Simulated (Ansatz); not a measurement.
Saddle point of GeH$_{4}$O, singlet (GeH₂O ([OH][GeH]) + H₂ → GeH₄O ([OH2][GeH2]); bonds formed: Ge1–H5, O2–H3; bonds broken: H3–H5; bonds weakened to dative contacts: Ge1–O2), PBE0-D4/def2-TZVP structure:

```json
{"atom": "Ge1", "x (Å)": "0.2798", "y (Å)": "0.5872", "z (Å)": "-0.9623"}
{"atom": "O2", "x (Å)": "-0.7107", "y (Å)": "-0.7865", "z (Å)": "0.1066"}
{"atom": "H3", "x (Å)": "0.3739", "y (Å)": "-0.2431", "z (Å)": "0.6840"}
{"atom": "H4", "x (Å)": "-0.5702", "y (Å)": "1.7297", "z (Å)": "-0.2613"}
{"atom": "H5", "x (Å)": "1.1210", "y (Å)": "0.3786", "z (Å)": "0.6511"}
{"atom": "H6", "x (Å)": "-0.4940", "y (Å)": "-1.6660", "z (Å)": "-0.2181"}
```

Energies are electronic, without zero-point energy. Barriers and step energies count from the start structure reached by relaxing down the imaginary mode; all methods use the PBE0-D4 structures, on which another method's saddle can fall below an end. Computed with Ansatz 0.2.0 (basis: def2-TZVPP, with def2-QZVPP for the basis limit); correlated methods freeze the cores. Filled d shells of the heavier atoms are correlated. The def2 sets are not built for correlating such inner shells, so the correlated values are less sure here. B3LYP uses VWN-RPA correlation. Extrapolation: Hartree–Fock as exp(−7.88 √X), correlation as X^−2.97.

| method | barrier (kcal/mol) | step energy (kcal/mol) |
| --- | --- | --- |
| SPW92 | 13.45 | -1.11 |
| PBE-D4 | 20.58 | 3.19 |
| BLYP-D4 | 25.05 | 6.08 |
| r2SCAN-D4 | 22.27 | 2.29 |
| B97M-V | 24.74 | 1.18 |
| PBE0-D4 | 22.49 | 0.68 |
| B3LYP-D4 | 25.97 | 3.64 |
| r2SCAN0-D4 | 23.71 | 0.39 |
| BHLYP-D4 | ? | 1.26 |
| CAM-B3LYP-D4 | ? | 2.37 |
| wB97X-V | 26.37 | 2.22 |
| wB97M-V | 26.04 | 1.84 |
| B2PLYP | ? | 3.72 |
| PBE-QIDH | 24.68 | 0.66 |
| RPA on PBE | 26.66 | 3.30 |
| HF | 36.71 | 0.24 |
| MP2 | 26.36 | 3.55 |
| CCSD | 28.34 | 1.50 |
| CCSD(T) | 26.95 | 2.34 |

Task: Fill in the withheld barriers. (An estimate is asked for; the value comes from the calculation.)

Result: By the calculation: BHLYP-D4 28.58; CAM-B3LYP-D4 25.97; B2PLYP 26.63 kcal/mol. Each is the energy of the saddle less that of the start structure, by the same method.

For comparison, the barrier by CCSD(T) at an estimated basis limit (MP2 extrapolated from triple and quadruple zeta, plus CCSD(T) − MP2 in triple zeta) is 26.91 kcal/mol.

T1 diagnostic: at most 0.016.

Labels in which every atom is bracketed show which atoms are joined, not bond orders.

For scale, one of the runs: CCSD(T)/def2-TZVPP, 135 basis functions, launched by `ansatz run in.yaml --threads 2 --pin off --events-out ev --progress --plain --max-ram 4352MiB`. Time: 13 s of wall clock on 2 CPU threads of an Intel Xeon Platinum 8175M; the host was shared. Peak host memory: 0.76 GiB.
